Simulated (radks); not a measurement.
Q: All-electron atom: the zinc ion Zn13+ in [Ne] 3s2 3p5. All-electron calculation, Dirac Kohn-Sham, PBE, spin-unpolarised, spherical densities, finite nucleus; open shells fill j = l - 1/2 first; Fermi nuclear charge, rms radius 3.9283 fm. Program: a radial shooting solver on a logarithmic mesh with Libxc functionals.

Spin-orbit splittings of the eigenvalues, e(l+1/2) - e(l-1/2), with zeta = 2 splitting/(2l+1) and mean radii in bohr:

| shell | occ. | splitting (eV) | zeta (eV) | <r> j=l-1/2 | <r> j=l+1/2 |
|---|---|---|---|---|---|
| 2p | 6 | 24.01 | 16.00 | 0.1949 | 0.1982 |
| 3p | 5 | 4.508 | 3.005 | 0.5915 | 0.5975 |
| 3d | 0 | ? | ? | 0.5561 | 0.5578 |

Estimate the 3d splitting.

A: 0.8178 eV (zeta = 0.3271 eV).
